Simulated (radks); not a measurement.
Question: The erbium ion Er6+ is in [Xe] 4f8. Method: scalar-relativistic Kohn-Sham, LDA (Slater exchange, Perdew-Wang correlation), spin-polarised, spherical densities, finite nucleus; Fermi nuclear charge, rms radius of each element as measured or else 0.836 A^(1/3) + 0.57 fm; computed with a radial shooting solver on a logarithmic mesh with Libxc functionals. Open shells are filled with parallel spins first. One electron is removed from 4d, 5s, 5p, 4f in turn, with full relaxation. Which removal costs least, and what does each cost?

Answer: 4f 114.35 eV; 5p 114.53 eV; 5s 145.44 eV; 4d 281.10 eV. The 4f electron leaves first.
